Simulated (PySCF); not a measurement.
C3H5NOSi, SMILES O[Si@@H]1C=CC=N1. Coordinates come from a B3LYP-D3(BJ)/def2-SVP optimisation. The structure was generated by enumeration; whether it is a known compound was not checked. The values are those of a single conformer.

Computed with PySCF with B3LYP-D3(BJ)/def2-SVP.

Harmonic wavenumbers (cm⁻¹): 144, 176, 289, 408, 457, 509, 634, 709, 729, 738, 797, 859, 891, 924, 942, 971, 1016, 1080, 1305, 1357, 1580, 1678, 2282, 3049, 3157, 3210, 3873. Rotational constants (GHz): 5.847, 2.681, 2.083; symmetry number 1.

Work out the zero-point energy and the ideal-gas rigid-rotor harmonic-oscillator thermochemistry at 298.15 K and 1 atm.

ZPE = ½ Σ hcν = ½ × 33763 cm⁻¹ = 201.95 kJ/mol. H − E(el) = 220.63 kJ/mol. Entropy in J/(mol K): translation 166.08, rotation 111.67, vibration 47.11, total 324.86. G − E(el) = 123.77 kJ/mol. Cp = 103.91 J/(mol K). Modes under 150 cm⁻¹ make the vibrational entropy uncertain.
